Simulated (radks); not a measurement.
Results of a calculation; reference values are marked as such.
How relativity changes the ionisation of the palladium ion Pd+ ([Kr] 4d9) to Pd2+ ([Kr] 4d8). Spin-unpolarised spherical Kohn-Sham, PBE, point nucleus unless stated (finite: rms radius 4.5318 fm), a radial shooting solver on a logarithmic mesh with Libxc functionals. A level marked "c x" has the speed of light scaled by that factor and shares open shells by 2j + 1; other Dirac levels either fill j = l - 1/2 first or share by 2j + 1.

level,E(Pd+) (hartree),E(Pd2+) (hartree),IE (eV),HOMO,<r> HOMO (bohr)
non-rel.,-4939.45340,-4938.67761,21.110,4d,1.447
scalar-rel.,-5045.55646,-5044.79139,20.818,4d,1.461
"scalar-rel., finite nucleus",-5045.45938,-5044.69431,20.819,4d,1.461
"Dirac, 2j+1 shares",-5046.60573,-5045.84065,20.819,4d5/2,1.470
"Dirac, low j first",-5046.61278,-5045.85613,20.590,4d5/2,1.471
"Dirac, 2j+1 shares, finite nucleus",-5046.50843,-5045.74334,20.819,4d5/2,1.470
"Dirac, c x 0.75",-5139.16714,-5138.40978,20.609,4d5/2,1.490
"Dirac, c x 3",-4950.78004,-4950.00548,21.077,4d5/2,1.449
"Dirac, c x 100",-4939.46353,-4938.68774,21.110,4d5/2,1.447

NIST Atomic Spectra Database: 19.4 eV (semi-empirical). The relativistic part of the total energy of Pd+ is -107.1 hartree (Dirac, 2j+1 shares, finite nucleus), 2.2 % of the non-relativistic value. Spin polarisation and multiplet splitting of open shells are left out at every level.

Beside tabulated values, note that relativity, absent from the non-relativistic runs, is large for the heavy elements, and spin-unpolarised runs miss the spin-polarisation part of the exchange energy of open shells.
